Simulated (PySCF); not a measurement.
## Finite-field polarisability of Se⁻ (selenium, charge -1)

[Ar] 3d10 4s2 4p5, 2P determinant. Computed with PySCF 2.14 in aug-cc-pwCVTZ-PP with ECP10MDF, with scalar relativity through the core potential. Frozen: 3s2 3p6 3d10. Energy changes in a uniform field (μhartree):

```csv
axis,F (au),HF,MP2,CCSD,CCSD(T)
x,0.0022,-102.718,-110.646,-110.690,-112.782
x,0.0044,-411.045,-442.818,-443.018,-451.407
y,0.0018,-96.670,-106.026,-105.309,-108.490
y,0.0036,-387.005,-424.470,-421.633,-434.381
```

By symmetry the remaining axis equals y.

**Question.** Derive α along x at CCSD(T) from the two fields.

**Answer.** With ΔE = −αF²/2 − γF⁴/24, α = −(16 ΔE(F) − ΔE(2F))/(6F²) = 46.59 bohr³.

**Question.** And the mean polarisability at each level?

**Answer.** The components xx, yy, zz at CCSD(T) are 46.59, 66.95, 66.95, the third axis being equal by symmetry to one of the two computed. Means: HF 53.92, MP2 58.86, CCSD 58.57, CCSD(T) 60.16 bohr³.

The polarisability of an anion needs two sets of diffuse s and p functions; this basis lacks them, so these values show the method and not the converged property.
